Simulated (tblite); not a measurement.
Species: C₆H₁₀SeSi.
Atom-mapped SMILES: `[CH2:1]=[CH:2][CH2:3][Se:4][SiH2:5][C:6]#[C:7][CH3:8]` (hydrogens: H9, H10 on C1; H11 on C2; H12, H13 on C3; H14, H15 on Si5; H16, H17, H18 on C8)

Computed with GFN2-xTB (tblite), gas phase: L-BFGS steps from a force-field or distance-geometry start until the largest atomic force falls under 0.01 eV/Å.

Geometry at step 1:
```
atom  x, y, z in Å
C1     -3.3538   -0.0020   -0.7867
C2     -2.9421   -0.2253    0.4499
C3     -1.4964   -0.3972    0.7991
Se4    -0.8193   -2.0741    0.0215
Si5     1.2765   -1.7309    0.8699
C6      1.9927   -0.2344    0.0647
C7      2.4636    0.7370   -0.4541
C8      3.0310    1.9208   -1.0797
H9     -4.3993    0.1320   -0.9996
H10    -2.6480    0.0545   -1.6077
H11    -3.6726   -0.2689    1.2569
H12    -1.3703   -0.4425    1.8861
H13    -0.9146    0.4482    0.4003
H14     2.1213   -2.8840    0.5694
H15     1.1954   -1.5010    2.3154
H16     3.5865    1.6238   -1.9782
H17     2.2243    2.6136   -1.3597
H18     3.7162    2.4166   -0.3789
```

Q: Give the atomic forces at this geometry.

A: 
```tsv
atom	Fx (eV/Å)	Fy (eV/Å)	Fz (eV/Å)
C1	0.090	0.048	0.052
C2	-0.073	0.164	0.027
C3	-0.535	0.481	0.186
Se4	0.241	-0.144	0.052
Si5	0.308	-0.081	-0.037
C6	-0.329	-0.704	0.455
C7	0.454	1.049	-0.528
C8	-0.073	-0.124	0.048
H9	0.013	-0.002	-0.163
H10	-0.206	-0.020	0.107
H11	0.265	-0.095	-0.105
H12	0.088	-0.061	-0.131
H13	0.018	-0.335	0.022
H14	-0.115	-0.044	-0.054
H15	-0.091	0.031	0.007
H16	-0.136	0.123	0.199
H17	0.280	-0.180	0.071
H18	-0.200	-0.106	-0.206
```

The largest, 1.26 eV/Å, acts on C7; the rms over all components is 0.266 eV/Å. The forces sum to zero within rounding, as they must for an isolated molecule in no field.

Q: Give the force on C7 in Eh/bohr and in nN.

A: 1.259 eV/Å ÷ 51.422 = 0.02449 Eh/bohr, and 1.259 eV/Å × 1.602 = 2.02 nN.

Q: How far is this geometry from the end of the optimisation?

A: 0.117 eV above it, and 0.350 Å rms away after alignment. The bonds farthest from their final lengths, with half the difference of the two atoms' forces along the bond (positive lengthens):

| bond | now (Å) | final (Å) | force along bond (eV/Å) |
| --- | --- | --- | --- |
| C3–Se4 | 1.969 | 1.999 | +0.43 |
| C2–C3 | 1.497 | 1.480 | -0.22 |
| Se4–Si5 | 2.287 | 2.298 | +0.02 |
| C7–C8 | 1.454 | 1.444 | -0.70 |
| C3–H13 | 1.101 | 1.091 | -0.14 |
| C8–H17 | 1.100 | 1.090 | -0.15 |

The angle farthest from its final value is Se4–Si5–H14, 109.6° against 105.0°.

Of the 6 listed bonds off by 0.010 Å or more, this force points towards the final length in 6.

The cost below is that of the whole relaxation. Time: 1.5 s wall. Hardware: one thread of an Arm Neoverse N1, no GPU, shared host with 64 logical CPUs at a one-minute load of 61.
